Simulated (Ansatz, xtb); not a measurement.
System: CH3Te (charge +1, singlet). SMILES of the parent species: C[Te]
Structure (B3LYP-D3(BJ)/def2-TZVP (Ansatz, an electronic-structure program) minimum search):
```
C
H 1 1.0871
H 1 1.0871 2 115.84
H 1 1.1143 2 107.66 3 120.53
Te 1 2.0880 2 112.55 4 107.97
```
Charge +1, spin multiplicity 1.

Harmonic wavenumbers from GFN2-xTB (xtb, at its own minimum), cm⁻¹: 336, 526, 609, 974, 1138, 1268, 2733, 2840, 2862.

**Question.** Give the harmonic wavenumbers at B3LYP-D3(BJ)/def2-TZVP (Ansatz, finite differences of forces, unscaled).

**Answer.** 481, 639, 747, 1133, 1223, 1416, 2857, 3092, 3155 cm⁻¹. Zero-point energy 21.1 kcal/mol.

**Question.** From these and the geometry, give the ideal-gas thermochemistry at 298.15 K and 1 atm (rigid rotor, harmonic oscillator).

**Answer.** Point group Cs, rotational symmetry number 1. Rotational constants 155.5, 7.854, 7.833 GHz. S(trans) 40.78, S(rot) 21.05, S(vib) 1.46, S(elec, spin only) 0.00, S 63.3 cal/(mol K). H(298) - H(0) 2.69 kcal/mol; G - E(el) 4.9 kcal/mol.
